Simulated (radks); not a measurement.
Values are calculated unless marked as measured or tabulated.
Ho2+, configuration [Kr] 4d10 4f11 5s2 5p4 5d2 (not the ground configuration).

Level of theory: Dirac Kohn-Sham, PBE, spin-unpolarised, spherical densities, finite nucleus; open shells are shared between the two j in proportion to 2j + 1; Fermi nuclear charge, rms radius 5.2022 fm (a radial shooting solver on a logarithmic mesh with Libxc functionals).

Energy parts (eV):
| part | energy |
|---|---|
| total | -343531.85 |
| kinetic | 377904.77 |
| electron-nucleus | -847202.11 |
| Hartree | 133143.98 |
| exchange-correlation | -7378.50 |

Orbitals (lengths in bohr, moments of r in powers of bohr; r(90%) holds 90 % of the orbital's charge):
orbital,occ.,eigenvalue (eV),r(90%),<r^2>
1s1/2,2,-55444.91,0.0376,0.0005883
2s1/2,2,-9285.953,0.136,0.009110
2p1/2,2,-8840.161,0.120,0.006581
2p3/2,4,-7983.166,0.130,0.007804
3s1/2,2,-2089.058,0.337,0.06028
3p1/2,2,-1893.781,0.329,0.05587
3p3/2,4,-1714.767,0.348,0.06276
3d3/2,4,-1379.657,0.320,0.04960
3d5/2,6,-1340.538,0.326,0.05151
4s1/2,2,-428.6088,0.746,0.3044
4p1/2,2,-351.0489,0.770,0.3186
4p3/2,4,-310.9757,0.815,0.3568
4d3/2,4,-183.2321,0.888,0.4051
4d5/2,6,-175.9661,0.905,0.4203
5s1/2,2,-69.7129,1.82,1.791
5p1/2,1.33333,-48.3868,2.06,2.254
5p3/2,2.66667,-43.0537,2.21,2.576
4f5/2,4.71429,-23.4785,1.40,0.8654
4f7/2,6.28571,-22.4787,1.43,0.9007
5d3/2,0.8,-16.5300,3.44,5.820
6s1/2,0,-16.2529,4.63,11.63
5d5/2,1.2,-16.0997,3.52,6.084
6p1/2,0,-11.9316,5.50,16.40
6p3/2,0,-11.2429,5.77,18.13

The highest occupied level is 5d5/2 at -16.100 eV. The configuration is held as typed, so some empty levels lie below it. Summed over all electrons, <r^2> = 43.02 bohr^2, which gives a Langevin (diamagnetic) susceptibility term of -34.1 x 10^-6 cm^3/mol. The electron density at the nucleus is 8.053e+05 e/bohr^3. The density falls to 0.001 e/bohr^3 at r = 3.87 bohr.
